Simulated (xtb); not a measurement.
H2MgO2, SMILES [OH][Mg][OH]. All values are semi-empirical tight-binding results from xtb (GFN2-xTB unless named), good for trends rather than for accurate numbers. The structure is a stationary point at GFN2-xTB. One conformer was computed; it need not be the lowest.

Optimised geometry:

```xyz
5

Mg     0.0000     0.0000     0.4773
O      1.5780    -0.0031    -0.2157
O     -1.5780     0.0031    -0.2157
H      1.8149     0.0213    -1.1378
H     -1.8149    -0.0213    -1.1378
```

For metal compounds this method's bond lengths and energies can be far off.

Computed properties:
- point group as xtb finds it: C2v
- orbital gap: 2.73 eV
- zero-point energy: 14.5 kcal/mol
- G − E(el) at 298.15 K (modified RRHO): -2.3 kcal/mol

Computed atomic charges and the Wiberg bond orders between heavy atoms:
charges (e) Mg1 0.44, O2 -0.53, O3 -0.53, H4 0.31, H5 0.31. Bond orders Mg1–O2 1.12, Mg1–O3 1.12.
